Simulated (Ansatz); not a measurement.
Mulliken charges of C2H3OSb, SMILES `C#C[O][SbH2]` from r2SCAN/def2-TZVPP in Ansatz (PBE0-D4/def2-TZVP geometry).

```
atom   x (Å)   y (Å)   z (Å)  charge (e)
  C1   1.829   0.043   0.337      -0.381
  C2   0.765  -0.505   0.457       0.176
  O3  -0.362  -1.103   0.595      -0.461
 Sb4  -2.020  -0.311  -0.240       0.596
  H5   2.778   0.510   0.244       0.238
  H6  -1.675   1.279   0.296      -0.085
  H7  -1.254   0.019  -1.735      -0.085
```

Question: By hand: the dipole of these point charges (1 e Å = 4.8032 D).

Answer: Σ q r = (-0.689, 0.229, -0.285) e Å, of length 0.780 e Å = 3.75 D.

Question: How does the dipole of the full density compare? (An estimate is asked.)

Answer: The calculation gave: (-0.580, 0.152, -0.214) e Å, 3.06 D; the point charges give 1.23 times that, at 4° from its direction.

Point charges leave out the atoms' own dipoles, such as those of lone pairs, and Mulliken's split depends on the basis, so the two needn't agree.
